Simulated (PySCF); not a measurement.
Si(H)2(NCO)(OMe) (C₂H₅NO₂Si), SMILES [SiH2](N=C=O)OC.

Coordinates come from a B3LYP-D3(BJ)/def2-SVP optimisation. One conformer was computed; it need not be the lowest.

Two levels are set side by side: PBE/def2-TZVP (PySCF) and HF/def2-TZVP (PySCF). Same geometry, gas phase. Differences are taken from unrounded values.

```json
[
 {"quantity": "orbital gap (eV)", "HF": "14.98"},
 {"quantity": "highest occupied level (eV)", "HF": "-11.87"},
 {"quantity": "lowest empty level (eV)", "HF": "3.11"},
 {"quantity": "dipole moment (D)", "HF": "3.54"},
 {"quantity": "mean polarisability (bohr³)", "HF": "55.5"}
]
```

**Question.** What does PBE give, and how far is it from HF? (An estimate is asked for; the answer gives what the named calculation found.)

**Answer.** 
| quantity | PBE | PBE minus HF |
|---|---|---|
| orbital gap (eV) | 5.95 | -9.03 |
| highest occupied level (eV) | -6.88 | 4.99 |
| lowest empty level (eV) | -0.93 | -4.04 |
| dipole moment (D) | 2.98 | -0.56 |
| mean polarisability (bohr³) | 63.4 | 7.9 |

PBE's occupied levels lie high since its potential decays too fast outside the molecule; exact exchange lowers them and widens the gap. Loosely held outer electrons make PBE densities more polarisable. Differences between two approximate levels are no errors against the true value.

Rough cost on one machine, each run with all the roots and properties that it gave: HF against PBE about 1/3.
